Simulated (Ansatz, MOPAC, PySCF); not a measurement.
Isomers of CH5AlO: 1 is [CH3][AlH][OH], 2 is C[O][AlH2]; one conformer of each (the lowest of an xTB search), B3LYP-D3(BJ)/def2-TZVP minima.
Isomer 1 (charge 0, multiplicity 1):
```json
[
 {"atom": "C", "x (Å)": "-1.2621", "y (Å)": "-0.1227", "z (Å)": "0.0480"},
 {"atom": "Al", "x (Å)": "0.6067", "y (Å)": "0.3763", "z (Å)": "-0.1525"},
 {"atom": "O", "x (Å)": "1.7801", "y (Å)": "-0.7688", "z (Å)": "0.3141"},
 {"atom": "H", "x (Å)": "-1.3748", "y (Å)": "-1.1290", "z (Å)": "0.4552"},
 {"atom": "H", "x (Å)": "-1.7848", "y (Å)": "-0.0859", "z (Å)": "-0.9125"},
 {"atom": "H", "x (Å)": "-1.7861", "y (Å)": "0.5715", "z (Å)": "0.7119"},
 {"atom": "H", "x (Å)": "1.0975", "y (Å)": "1.7708", "z (Å)": "-0.7176"},
 {"atom": "H", "x (Å)": "2.7235", "y (Å)": "-0.6123", "z (Å)": "0.2535"}
]
```
Isomer 2 (charge 0, multiplicity 1, Z-matrix in Å and degrees):
```
O
C 1 1.4073
H 2 1.0935 1 109.88
H 2 1.0935 3 108.07 1 119.89
H 2 1.0962 3 108.27 4 117.06
Al 1 1.6891 2 134.98 3 -120.77
H 6 1.5710 1 116.28 2 -179.97
H 6 1.5794 7 124.86 1 -180.00
```

No zero-point or thermal terms.

Correlated levels freeze the cores. Rows in 3-21G, 6-31G* carry no dispersion term and start afresh at each structure (6-31G* with six Cartesian d functions). MP2/6-31G* freezes PySCF's default core. The state that PM7 reach isn't checked; PM7 holds dispersion and hydrogen-bond terms.

Run with Ansatz (an electronic-structure program) with Gaussian orbitals; MOPAC for PM7 (differences of heats of formation); PySCF for 3-21G rows, 6-31G* rows, the dispersion terms. 

```json
[
 {"level": "PM7", "electronic energy of isomer 2 less that of isomer 1 (kcal/mol)": "25.36"},
 {"level": "HF/3-21G", "electronic energy of isomer 2 less that of isomer 1 (kcal/mol)": "21.74"},
 {"level": "BP86/6-31G*", "electronic energy of isomer 2 less that of isomer 1 (kcal/mol)": "17.43"},
 {"level": "PBE0/def2-TZVPP", "electronic energy of isomer 2 less that of isomer 1 (kcal/mol)": "25.17"},
 {"level": "CAM-B3LYP/def2-TZVPP", "electronic energy of isomer 2 less that of isomer 1 (kcal/mol)": "23.52"},
 {"level": "CAM-B3LYP-D4/def2-TZVPP", "electronic energy of isomer 2 less that of isomer 1 (kcal/mol)": "23.47"},
 {"level": "wB97M-V/def2-TZVPP", "electronic energy of isomer 2 less that of isomer 1 (kcal/mol)": "25.21"},
 {"level": "MP2/6-31G*", "electronic energy of isomer 2 less that of isomer 1 (kcal/mol)": "19.46"},
 {"level": "CCSD(T)/cc-pV(D+d)Z", "electronic energy of isomer 2 less that of isomer 1 (kcal/mol)": "(withheld)"}
]
```

### Question
What belongs in the gaps?

### Answer

- CCSD(T)/cc-pV(D+d)Z, electronic energy of isomer 2 less that of isomer 1 (kcal/mol): 20.68
